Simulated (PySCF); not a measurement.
These 2 structures share the formula H7NSSi2. Level of theory: PBE0-D3(BJ)/def2-SVP geometry optimisation, gas phase (PySCF). Energies are electronic, without zero-point or thermal terms, for one conformer each. No frequencies were run at this level. Point groups hold within 0.08 Å.

Question: Order them by energy at this level, lowest first, and give relative energies in kJ/mol.
A. `[NH2:1][SiH2:2][S:3][SiH3:4]` with H–N1–Si2–S3 -64° and 144°, N1–Si2–S3–Si4 -41°
B. `[SiH3:1][NH:2][SiH2:3][SH:4]` with Si1–N2–Si3–S4 110°, N2–Si3–S4–H -61°

Answer: A (0.0), B (14.8).

As drawn, the higher has an S–H bond, which the lower lacks.

```
        SMILES       E (Eh)  E rel (kJ/mol)  dipole (D)  point group     A, B, C (MHz)
N[SiH2]S[SiH3]  -1035.41621             0.0        2.75           C1  4781, 2358, 1733
[SiH3]N[SiH2]S  -1035.41057            14.8        1.33           C1  8915, 1328, 1240
```

As an exercise, what shares would exp(−E/RT) give at 1000 K from these electronic energies alone (no entropy, no degeneracies)?

RT = 8.314 kJ/mol: N[SiH2]S[SiH3] 85.6 %, [SiH3]N[SiH2]S 14.4 %.
